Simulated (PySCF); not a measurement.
Cl₂H₂OSn, SMILES [OH][SnH]([Cl])[Cl]. Geometry optimised at B3LYP-D3(BJ)/def2-SVP. The def2 effective core potentials stand for the cores of Sn; spin–orbit coupling is left out. Other conformers were not sampled.

Computed with B3LYP-D3(BJ)/def2-SVP (PySCF).

Harmonic wavenumbers (cm⁻¹): 113, 123, 154, 213, 367, 380, 545, 556, 633, 867, 1968, 3818. Rotational constants (GHz): 2.848, 1.779, 1.276; symmetry number 1.

Q: Work out the zero-point energy and the ideal-gas rigid-rotor harmonic-oscillator thermochemistry at 298.15 K and 1 atm.

A: ZPE = ½ Σ hcν = ½ × 9738 cm⁻¹ = 58.25 kJ/mol. H − E(el) = 78.23 kJ/mol. Entropy in J/(mol K): translation 175.29, rotation 118.40, vibration 61.46, total 355.15. G − E(el) = -27.66 kJ/mol. Cp = 93.66 J/(mol K). Modes under 150 cm⁻¹ make the vibrational entropy uncertain.
